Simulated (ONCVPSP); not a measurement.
**W: one change to an ONCV potential, before and after**

W, optimised norm-conserving Vanderbilt (ONCV), made with ONCVPSP 4.0.1 (PBE, scalar-relativistic). Core [Kr] 4d10 4f14, reference 5s2 5p6 5d4 6s2. Waves: 5s+6s: rc 1.95 bohr, ncon 4, nbas 9, qcut 6.9 1/bohr, 2 projectors; 5p: rc 1.85 bohr, ncon 4, nbas 7, qcut 9.2 1/bohr, 2 projectors, debl 1 Ha; 5d: rc 2.25 bohr, ncon 4, nbas 8, qcut 6 1/bohr, 1 projector; f scattering state at 0.24 Ha: rc 1.85 bohr, ncon 4, nbas 8, qcut 7 1/bohr, local. Local part: the f channel. Core correction: none.

In the p channel the program set the typed energies aside and used -1.588, 0.250 Ha.

All-electron outer shells of the reference configuration (PBE, scalar-relativistic, ld1.x):

```tsv
shell	level (eV)	outermost node (bohr)	outermost maximum (bohr)
5s	-79.07	0.53	0.96
5p	-43.20	0.57	1.09
4f	-33.21	–	0.43
6s	-5.71	1.28	2.67
5d	-4.48	0.63	1.49
```

Change: p: qcut 7.1.

Cutoffs: the cutoffs (Ha) at which the residual kinetic energy of the hardest occupied pseudo-wave falls to 1 and 0.1 mHa per electron; they do not see the model core or the augmentation charge, which bear on the density cutoff. Errors are all-electron minus pseudo energies relative to the spin-unpolarised reference configuration.

**Question.** How do hardness, ghosts and transferability respond?

**Answer.** The potential gets softer (23 Ha and 29 Ha → 15 Ha and 19 Ha); the errors of the 4 common tests hardly move; neither file shows a bound ghost. The waves are optimised to have the least kinetic energy above qcut, so the cutoff follows it (qcut²/2 in Ha).

| quantity | base | changed |
| --- | --- | --- |
| cutoff, loose | 23 Ha | 15 Ha |
| cutoff, tight | 29 Ha | 19 Ha |
| loose cutoff by channel | s 15 Ha, p 23 Ha, d 13 Ha | s 15 Ha, p 11 Ha, d 13 Ha |
| bound ghosts | none | none |
| GHOST(+) flags under 300 eV | s at 24.8 eV | s at 24.8 eV |
| error for 5s2 5p6 5d4 6s1, meV [ΔE 8.88 eV] | -2.7 | -2.7 |
| error for 5s2 5p6 5d4 6s0, meV [ΔE 24.56 eV] | -6.6 | -6.7 |
| error for 5s2 5p6 5d3 6s0, meV [ΔE 49.95 eV] | -43 | -42 |
| error for 5s2 5p6 5d4.5 6s1.5, meV [ΔE 0.69 eV] | -3.9 | -3.9 |
| s: phases at 1.98 bohr within 0.05 rad from the reference energy up to (Ha; the scan ends near 5) | 0.3 | 0.3 |
| p: phases at 1.87 bohr within 0.05 rad from the reference energy up to (Ha; the scan ends near 5) | 4.9 | 4.1 |
| d: phases at 2.28 bohr within 0.05 rad from the reference energy up to (Ha; the scan ends near 5) | 1.0 | 1.0 |
| f: phases at 1.87 bohr within 0.05 rad from the reference energy up to (Ha; the scan ends near 5) | 0.8 | 0.8 |
